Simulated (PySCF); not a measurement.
C₂H₄ClNSi.

```xyz
9

N      2.7614    -0.4573    -0.3150
C      1.8993     0.3133    -0.2357
C      0.7844     1.2433    -0.1550
Si    -0.8925     0.4372    -0.5539
Cl    -1.2840    -1.0192     0.8640
H      0.7332     1.6799     0.8565
H      0.9414     2.0761    -0.8631
H     -1.9347     1.4927    -0.4766
H     -0.8490    -0.1816    -1.9007
```
Charge 0, spin multiplicity 1.

Geometry: B3LYP-D3(BJ)/def2-SVP. This is a generated structure with no PubChem entry under its InChIKey; it may be hypothetical. The values are those of a single conformer.

Calculation: PBE/pcSseg-1 (PySCF). Non-relativistic, no solvent.

Problem. Give the absolute GIAO shielding of each atom: isotropic value and principal components (ppm). (Estimate from the structure and the level; the computed values follow.)

Solution. 
```csv
atom,σ(iso),σ11,σ22,σ33,span
N1,-40.6,-219.6,-206.6,304.5,524.2
C2,65.0,-49.1,-44.1,288.3,337.4
C3,172.6,161.9,174.6,181.4,19.5
Si4,339.0,289.7,333.3,394.1,104.4
Cl5,965.7,902.5,983.9,1010.8,108.4
H6,29.3,25.6,27.5,34.6,9.1
H7,29.6,24.6,27.9,36.2,11.6
H8,26.0,22.1,24.4,31.5,9.4
H9,25.8,22.1,24.3,31.2,9.1
```
